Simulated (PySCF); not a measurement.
## Ionisation energy of Gd⁵⁶⁺ by level of theory

Gd⁵⁶⁺ [He] 2s2 2p4 (3P) → Gd⁵⁷⁺ [He] 2s2 2p3 (4S), as a difference of total energies. All numbers are calculated (PySCF 2.14, scalar relativity by spin-free X2C-1e, in an uncontracted even-tempered set (19 s from 31 bohr⁻², ratio 2.2; 13 p from 40 bohr⁻², ratio 2.2; 6 d from 160 bohr⁻², ratio 2.4; 5 f from 240 bohr⁻², ratio 2.4; 4 g from 360 bohr⁻², ratio 2.4)). Correlated levels: nothing frozen; virtual orbitals above 40 to 60 times the deepest correlated orbital energy dropped. The calculations carry no spin-orbit coupling.

| method | ionisation energy (eV) |
| --- | --- |
| UHF | 12063.5 |
| LDA | 12056.9 |
| PBE | 12066.5 |
| PBE0 | 12066.2 |
| r2SCAN | 12068.9 |
| revPBE | 12066.2 |
| M06-L | 12068.7 |
| MP2 (all electrons) | 12065.3 |
| SCS-MP2 (all electrons) | 12065.4 |

Spin-orbit coupling is strong in these open shells (close to jj coupling). The scalar numbers leave it out and a first-order estimate fails, so it can dominate the gap to the real levels.

For this ion Breit and QED terms and the two-electron picture change, all absent here, outweigh the differences among the correlated methods.

For comparison: 11861 ± 5 eV (theoretical estimate listed by NIST; NIST Atomic Spectra Database, ionization energies).
